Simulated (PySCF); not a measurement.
FGaH3NO. Atoms are numbered in the order given.

```xyz
7

Ga    -0.0131    -0.0031     0.0016
F      1.6927    -0.1992    -0.3585
O     -0.6082    -0.7165     1.5099
H      0.0808    -1.1614     2.0142
N     -1.0405     0.9377    -1.1222
H     -2.0467     0.9817    -1.0303
H     -0.7138     1.2363    -2.0315
```

Coordinates come from a PBE0-D3(BJ)/def2-SVP optimisation. The values are those of a single conformer.

Method: HF/pcSseg-1 (PySCF).

GIAO shieldings, no solvent; atoms alike by connectivity are averaged. δ = σ(ref) − σ: ¹⁹F against CFCl3 (σ = 238.5 ppm); ¹⁷O against H2O (σ = 333.0 ppm); ¹H against TMS (σ = 31.99 ppm); ¹⁵N against NH3 (σ = 267.3 ppm), references at their B3LYP-D3(BJ)/def2-TZVP geometries, non-relativistic.

| atoms | nucleus | count | δ (ppm) |
|---|---|---|---|
| F2 | ¹⁹F | 1 | -183.5 |
| O3 | ¹⁷O | 1 | -9.9 |
| H4 | ¹H | 1 | ___ |
| H6, H7 | ¹H | 2 | 1.06 |
| N5 | ¹⁵N | 1 | ___ |

### Question
Complete the blanks. (The exact figures need the calculation; the answer reports its results.)

### Answer

- H4, δ (ppm): 1.61
- N5, δ (ppm): -7.7
